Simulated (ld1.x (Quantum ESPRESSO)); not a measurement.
## Cr (Z = 24): excitation energies, all-electron against TM

| Property | Result |
| --- | --- |
| Element | Cr |
| Generator | ld1.x (Quantum ESPRESSO) 7.5 |
| Type | norm-conserving Troullier–Martins (Kleinman–Bylander form) |
| Functional | LDA (PZ) |
| Relativity | scalar-relativistic |
| Frozen core | [Ne] 3s2 |
| Valence charge | 12 |
| Reference configuration | 3p6 3d5.5 4s0.5 4p0 |
| Partial waves | 4s (bound): rc 1.90 bohr; 3p (bound): rc 1.45 bohr; 3d (bound): rc 1.50 bohr |
| Local potential | the d channel |
| Core correction | Bessel-smoothed model core, default radius (core density twice the valence density) |

Energies are relative to the spin-unpolarised reference configuration 3p6 3d5.5 4s0.5 4p0; without spin polarisation the order of configurations can differ from experiment. Spin-polarised rows fill each open shell by Hund’s rule, majority spin first. Not all tests gave a result: 1 of 9 tests not solved or not reliable. Left out of the table: 3p6 3d5.5 4s0.5 4p0 (spin-polarised) (all-electron atom not converged, printed error +1.7 eV).

**Question.** Give the all-electron excitation energy and the error of the potential for: 3p6 3d5 4s1 4p0; 3p6 3d5 4s0 4p0; 3p6 3d4 4s0 4p0; 3p6 3d5 4s0.5 4p0; 3p6 3d2 4s0 4p0; 3p6 3d5 4s0 4p1; 3p6 3d3 4s0 4p0; 3p6 3d5 4s1 4p0 (spin-polarised).

**Answer.**

```
           valence configuration  charge  ΔE all-electron (eV)  error AE − PS (meV)
                 3p6 3d5 4s1 4p0       0                -0.717                 -3.1
                 3p6 3d5 4s0 4p0      +1                 6.423                 +3.1
                 3p6 3d4 4s0 4p0      +2                22.766                  -13
               3p6 3d5 4s0.5 4p0    +0.5                 2.101                 +2.1
                 3p6 3d2 4s0 4p0      +4               102.421                 -234
                 3p6 3d5 4s0 4p1       0                 2.486                  -37
                 3p6 3d3 4s0 4p0      +3                53.792                 -103
3p6 3d5 4s1 4p0 (spin-polarised)       0                -5.634                 +183
```

Levels in the configuration 3p6 3d2 4s0 4p0:

| level | all-electron (eV) | pseudo (eV) |
| --- | --- | --- |
| 3p | -103.414 | -103.905 |
| 3d | -58.269 | -58.373 |

These tests converged, but a pseudo level misses the all-electron one widely, so the file describes the atom poorly there or has found another state: 3p6 3d3 4s0 4p0: empty 4s by 3.2 eV.

Note: ghost state, extra bound levels that the all-electron valence spectrum of the same l lacks: s at -151.4 eV. A true bound ghost makes a file unfit for plane-wave use.
